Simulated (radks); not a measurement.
Charge is removed step by step from the 4s down level of Ca, starting from [Ar] 4s(up 1, down 1). Calculated with a radial shooting solver on a logarithmic mesh with Libxc functionals: scalar-relativistic Kohn-Sham, PBEsol, spin-polarised, spherical densities, finite nucleus; Fermi nuclear charge, rms radius 3.4776 fm.

| removed (e) | E - E(0) (eV) | eigenvalue (eV) |
|---|---|---|
| 0 | 0.000 | -3.765 |
| 0.1 | 0.399 | -4.215 |
| 0.2 | 0.843 | -4.670 |
| 0.3 | 1.333 | -5.126 |
| 0.4 | 1.868 | -5.583 |
| 0.5 | 2.450 | -6.041 |
| 0.6 | 3.076 | -6.497 |
| 0.7 | 3.749 | -6.954 |
| 0.8 | 4.467 | -7.418 |
| 0.9 | 5.233 | -7.900 |

The mean slope of the eigenvalue, de/dn, is 4.59 eV per electron.
